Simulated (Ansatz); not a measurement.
Reaction (substitution at a C–S bond): `C=C(S)O[SiH3]` + H–F → `C=C(F)O[SiH3]` + H₂S

Calculated with Ansatz (gas phase, PBE0-D4/def2-TZVP geometries, no zero-point term in ΔE). CCSD(T)/CBS is the MP2 limit (def2-TZVPP, def2-QZVPP) plus CCSD(T) − MP2 in def2-TZVPP, frozen cores. This one scheme is used for every species. DFT in def2-TZVPP. B3LYP here is the variant with VWN-RPA as its local correlation; programs differ in this. One conformer a species, not always the lowest.

`C=C(S)O[SiH3]`:

Cartesian coordinates in Å:
```
C 0.414 -1.727 1.155
C -0.017 -0.836 0.268
S -0.209 -1.271 -1.438
O -0.261 0.447 0.607
Si 0.034 1.787 -0.339
H 0.529 -2.764 0.878
H 0.644 -1.417 2.166
H -1.462 -0.798 -1.572
H -0.961 1.915 -1.432
H -0.117 2.916 0.606
H 1.407 1.747 -0.899
```

H–F:

Cartesian coordinates in Å:
```
F 0.075 0.416 -0.181
H -0.075 -0.416 0.181
```

`C=C(F)O[SiH3]`:

```xyz
10

C     1.430   -0.256   -1.561
C     0.384   -0.232   -0.755
F    -0.776   -0.812   -1.101
O     0.320    0.331    0.441
Si   -1.006    0.356    1.460
H     1.361   -0.748   -2.518
H     2.349    0.219   -1.255
H    -0.521    1.105    2.638
H    -1.400   -1.022    1.835
H    -2.142    1.059    0.818
```

H₂S:

Z-matrix (Å, degrees):
```
S
H 1 1.341
H 1 1.341 2 92.3
```

| level | ΔE (kJ/mol) | difference from CCSD(T)/CBS |
| --- | --- | --- |
| PBE-D4 | 11.1 | -7.6 |
| r2SCAN-D4 | 1.4 | -17.3 |
| PBE0-D4 | 9.4 | -9.3 |
| B3LYP-D4 | 5.6 | -13.1 |
| ωB97M-V | 2.0 | -16.7 |
| PBE | 3.3 | -15.4 |
| r2SCAN | -0.4 | -19.1 |
| B3LYP | -7.2 | -25.9 |
| HF/def2-TZVPP | -21.7 | -40.4 |
| MP2/def2-TZVPP | 23.8 | 5.1 |
| SCS-MP2/def2-TZVPP | 14.3 | -4.4 |
| CCSD/def2-TZVPP | 5.1 | -13.6 |
| HF/def2-QZVPP | -21.5 | -40.2 |
| SCS-MP2/def2-QZVPP | 18.9 | 0.2 |
| HF/CBS(def2) | -21.5 | -40.2 |
| MP2/CBS(def2) | 31.8 | 13.1 |
| CCSD(T)/CBS | 18.7 | 0 |

Largest T1 diagnostic among the species: 0.013.

The D4 term adds +12.8 kJ/mol with B3LYP and +6.8 kJ/mol with PBE0; it sums over pairs of atoms, weighted by their polarisabilities, and B3LYP, whose exchange is more repulsive, gets the larger term. In def2-TZVPP, CCSD(T) changes the Hartree–Fock value by +32.4 kJ/mol (the triples alone add +5.6 kJ/mol) and MP2 by +45.5 kJ/mol.

CCSD(T)/CBS has its own doubt, a few kJ/mol and more with outer-core shells, so smaller differences from it don't rank the levels.
